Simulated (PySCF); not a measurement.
## C6H6NO2: g tensor and hyperfine couplings

Compound: C6H6NO2 (doublet state).
Atom-mapped SMILES: `[CH2:1]=[C:2]1[C:3]([NH:4][CH:5]=[O:6])[C@@H:7]1[CH:8]=[O:9]` (hydrogens: H10, H11 on C1; H12 on N4; H13 on C5; H14 on C7; H15 on C8)

Geometry (GFN2-xTB, Å), atoms numbered from 1 in this order:
```xyz
15
C6H6NO2 angstrom
C     -1.316   -1.962    1.069
C     -0.753   -0.948    0.406
C      0.242   -0.364   -0.311
N      1.483   -0.366   -0.832
C      2.051    0.705   -1.485
O      1.512    1.764   -1.662
C     -0.949    0.490   -0.065
C     -0.893    1.575    0.938
O     -1.603    2.540    0.948
H     -0.809   -2.905    1.175
H     -2.290   -1.863    1.512
H      2.018   -1.221   -0.735
H      3.072    0.461   -1.823
H     -1.640    0.696   -0.879
H     -0.129    1.407    1.724
```

The hyperfine couplings belong to this conformer and change with its torsions.

Computed, not measured: UKS B3LYP, pcH-1 on C H N O, non-relativistic, mean-field spin-orbit, GIAO in PySCF. Isolated species at its GFN2-xTB geometry (one conformer only). The geometry wasn't refined by DFT: couplings that depend on bond lengths, twists or pyramidal angles can differ widely from those at the functional's own minimum. Stability of the SCF solution: not tested.

| Item | Value |
| --- | --- |
| g1, g2, g3 | 2.00213, 2.00304, 2.00351 |
| g_iso | 2.00289 |
| Form of g | rhombic: the two nearest values differ by 34 % of g3 − g1 |
| ⟨S²⟩ | 0.7692 (exact 0.7500) |
| HOMO–LUMO gap, α and β orbitals | 4.40, 4.06 eV |

Hyperfine couplings atom by atom, in G; T1 to T3 are the principal values of the dipolar part (MHz turned into gauss with g_iso; 10 G = 1 mT):

| atom | isotope | a_iso | T1 | T2 | T3 | Mulliken spin population |
| --- | --- | --- | --- | --- | --- | --- |
| C1 | 13C | 15.5 | -14.8 | -14.6 | 29.4 | 0.56 |
| C2 | 13C | -16.0 | -8.3 | 1.9 | 6.4 | -0.21 |
| C3 | 13C | 20.6 | -17.5 | -16.0 | 33.5 | 0.53 |
| N4 | 14N | -0.3 | -1.3 | -1.2 | 2.5 | 0.03 |
| C5 | 13C | -0.3 | -1.2 | -0.7 | 1.8 | 0.03 |
| O6 | 17O | -2.0 | -9.1 | 4.4 | 4.7 | 0.08 |
| C7 | 13C | -5.7 | -0.8 | -0.1 | 0.9 | -0.03 |
| C8 | 13C | 13.3 | -0.9 | -0.8 | 1.7 | 0.02 |
| O9 | 17O | -0.1 | -1.4 | 0.3 | 1.1 | 0.00 |
| H10 | 1H | -11.9 | -6.6 | -0.3 | 6.9 | -0.02 |
| H11 | 1H | -12.6 | -7.1 | -0.1 | 7.2 | -0.02 |
| H12 | 1H | -1.8 | -1.3 | -1.2 | 2.5 | 0.00 |
| H13 | 1H | -2.0 | -1.1 | -0.6 | 1.7 | 0.00 |
| H14 | 1H | 22.7 | -0.9 | -0.6 | 1.5 | 0.03 |
| H15 | 1H | 0.9 | -0.8 | -0.6 | 1.3 | 0.00 |

Largest spin populations (Mulliken): C1 (+0.56), C3 (+0.53), C2 (-0.21) and O6 (+0.08). The angles at C1 add up to 360.0°, so it is planar.

The SMILES `C=C1[C](NC=O)[C@@H]1C=O` draws the unpaired electron on C3, whose computed spin population is only +0.53.

Axes: g2 points within 8° of the C3–C7 bond and g3 points within 7° of the C1–C2 bond.

Under fast tumbling the dipolar parts average out, and these isotropic splittings remain: 1 × 1H (H14, I = 1/2, 2 lines) with 2.27 mT, 1 × 1H (H11, I = 1/2, 2 lines) with 1.26 mT, 1 × 1H (H10, I = 1/2, 2 lines) with 1.19 mT, 1 × 1H (H13, I = 1/2, 2 lines) with 0.20 mT, 1 × 1H (H12, I = 1/2, 2 lines) with 0.18 mT and 1 × 1H (H15, I = 1/2, 2 lines) with 0.09 mT.

The 17O coupling of O6 (-5.7 MHz) shows only in satellite lines or after enrichment, since that isotope makes up about 0.038 % of natural oxygen.

The 13C coupling of C3 (57.7 MHz) shows only in satellite lines or after enrichment, since that isotope makes up about 1.07 % of natural carbon.

The spin density at the nucleus, in bohr⁻³, is negative for C2 (-0.0399), C7 (-0.0142) and H11 (-0.0079), for instance. A restricted open-shell determinant has no negative spin density anywhere; here it arises because α and β orbitals differ (spin polarisation).
